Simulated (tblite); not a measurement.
Species: C2H7B3F3N3O2S.
Bonds: C1–N2, N2–B3, B3–N4, N4–B5, B5–S6, S6–O7 (double), S6–O8 (double), S6–C9, C9–F10, C9–F11, C9–F12, B5–N13, N13–B14, N2–B14. Hydrogens: H15, H16, H17 on C1; H18 on B3; H19 on N4; H20 on N13; H21 on B14.

Computed with GFN2-xTB (tblite), gas phase: L-BFGS steps from a force-field or distance-geometry start until the largest atomic force falls under 0.01 eV/Å.

The end geometry, which sets the zero of energy:
```
atom  x, y, z in Å
C1     -3.4173    0.6104    0.5369
N2     -2.0236    0.1786    0.4968
B3     -1.2005    0.4169    1.6279
N4      0.1715    0.0179    1.5479
B5      0.6632   -0.5837    0.3991
S6      2.4680   -1.0277    0.3045
O7      3.0814   -1.1460    1.6031
O8      2.7376   -2.0481   -0.6765
C9      3.2327    0.5607   -0.4404
F10     2.6369    0.8010   -1.6204
F11     4.5437    0.5502   -0.6240
F12     2.9205    1.5901    0.3649
N13    -0.1482   -0.8181   -0.7008
B14    -1.5282   -0.4397   -0.6797
H15    -4.0246   -0.0041   -0.1244
H16    -3.8089    0.5371    1.5495
H17    -3.4993    1.6497    0.2123
H18    -1.6203    0.9186    2.5954
H19     0.7860    0.1652    2.3357
H20     0.2354   -1.2702   -1.5182
H21    -2.2149   -0.6419   -1.6029
```

Problem. These geometries come from the run, each turned onto the end geometry. Order them by energy, lowest first.
A.
```
atom  x, y, z in Å
C1     -3.0358    0.6995    0.4383
N2     -2.2841   -0.5265    0.8234
B3     -1.2652   -0.2326    1.8975
N4      0.0532    0.4225    1.4961
B5      0.5662   -0.3084    0.3224
S6      2.3838   -0.8858    0.2932
O7      2.8547   -1.0814    1.6093
O8      2.5405   -1.9905   -0.5765
C9      3.3793    0.5497   -0.4474
F10     2.9109    0.8007   -1.6862
F11     4.6485    0.1750   -0.4804
F12     3.2063    1.6359    0.3322
N13    -0.2912   -0.5639   -0.8478
B14    -1.6239   -1.1364   -0.3861
H15    -3.7993    0.4741   -0.3131
H16    -3.5415    1.1318    1.3154
H17    -2.3334    1.4589    0.0187
H18    -1.4392   -0.5991    3.0093
H19    -0.1533    1.3926    1.2198
H20    -0.5025    0.3416   -1.2986
H21    -2.2828   -1.7407   -1.1528
```
B.
```
atom  x, y, z in Å
C1     -3.4175    0.6325    0.5597
N2     -2.0478    0.1312    0.4719
B3     -1.2443    0.3131    1.6406
N4      0.1619    0.1556    1.5026
B5      0.6279   -0.3023    0.2895
S6      2.3568   -0.8336    0.2689
O7      2.7605   -1.0401    1.6361
O8      2.4120   -1.9367   -0.6550
C9      3.4812    0.5556   -0.4651
F10     2.9740    0.8311   -1.6759
F11     4.7895    0.3789   -0.5900
F12     3.2552    1.6405    0.2921
N13    -0.1867   -0.7840   -0.7230
B14    -1.5882   -0.5643   -0.6762
H15    -4.0695    0.0300   -0.0642
H16    -3.7918    0.5576    1.5824
H17    -3.4743    1.6740    0.2264
H18    -1.7598    0.4255    2.7088
H19     0.8244    0.3200    2.2851
H20     0.2265   -1.2673   -1.5033
H21    -2.2987   -0.9001   -1.5248
```
C.
```
atom  x, y, z in Å
C1     -3.3164    0.6171    0.5422
N2     -2.1519   -0.2826    0.6470
B3     -1.2954    0.0256    1.7750
N4      0.0447    0.4363    1.4086
B5      0.5514   -0.0210    0.1771
S6      2.2667   -0.8427    0.2673
O7      2.6958   -1.0353    1.6310
O8      2.3760   -1.9717   -0.6314
C9      3.4220    0.4788   -0.4281
F10     2.8938    0.7466   -1.6308
F11     4.7226    0.3298   -0.5548
F12     3.1891    1.5642    0.3229
N13    -0.1933   -0.5062   -0.8720
B14    -1.5957   -0.6824   -0.6217
H15    -4.0496    0.2426   -0.1614
H16    -3.7718    0.8491    1.5016
H17    -2.8913    1.5409    0.1509
H18    -1.6153   -0.0420    2.9153
H19     0.7273    0.7931    2.1195
H20     0.2999   -0.9654   -1.6240
H21    -2.3174   -1.2580   -1.3473
```
D.
```
atom  x, y, z in Å
C1     -3.4758    0.6074    0.5597
N2     -2.0808    0.2078    0.4915
B3     -1.2840    0.3317    1.6596
N4      0.1142    0.1121    1.5058
B5      0.6224   -0.4173    0.3284
S6      2.4276   -0.8888    0.2597
O7      2.9242   -1.0547    1.6033
O8      2.5940   -1.9835   -0.6655
C9      3.4812    0.5610   -0.4681
F10     2.9884    0.8389   -1.6856
F11     4.7875    0.3729   -0.5760
F12     3.2859    1.6552    0.2853
N13    -0.1999   -0.7659   -0.7322
B14    -1.5963   -0.4541   -0.6683
H15    -4.0841   -0.0196   -0.0908
H16    -3.7967    0.5407    1.5933
H17    -3.5914    1.6472    0.2559
H18    -1.7646    0.6056    2.6788
H19     0.7519    0.2498    2.2677
H20     0.1946   -1.3106   -1.4843
H21    -2.3072   -0.8189   -1.5317
```
E.
```
atom  x, y, z in Å
C1     -3.4610    0.5437    0.5706
N2     -2.0487    0.1808    0.4994
B3     -1.2171    0.4472    1.6179
N4      0.1644    0.0878    1.5177
B5      0.6560   -0.5088    0.3660
S6      2.4499   -1.0086    0.3018
O7      3.0186   -1.1416    1.6194
O8      2.6908   -2.0555   -0.6587
C9      3.3261    0.5241   -0.4391
F10     2.7734    0.7804   -1.6365
F11     4.6385    0.4344   -0.5892
F12     3.0562    1.5807    0.3454
N13    -0.1584   -0.7484   -0.7309
B14    -1.5472   -0.4034   -0.6921
H15    -4.0521   -0.0996   -0.0785
H16    -3.8256    0.4507    1.5918
H17    -3.6022    1.5784    0.2520
H18    -1.6379    0.9336    2.5928
H19     0.7815    0.2407    2.3024
H20     0.2235   -1.1938   -1.5527
H21    -2.2376   -0.6058   -1.6129
```

Solution. E (0.004 eV), D (0.125 eV), B (0.358 eV), C (1.427 eV), A (5.367 eV).

In the order of the answer:

```tsv
step	E above end (eV)	largest force (eV/Å)	rms force component (eV/Å)	rms distance from end (Å)	rms bond change (Å)	bond most changed (Å)
82	0.004	0.02	0.007	0.088	0.001	B5–S6 +0.002
33	0.125	0.41	0.130	0.195	0.006	S6–C9 +0.021
28	0.358	1.10	0.282	0.241	0.015	B5–S6 -0.052
19	1.427	1.39	0.368	0.461	0.018	B5–S6 +0.043
1	5.367	1.79	0.608	0.866	0.051	B3–N4 +0.095
```

What follows is the cost of the whole relaxation. On one thread of an Arm Neoverse V1, on a shared host, this took 1.3 s.
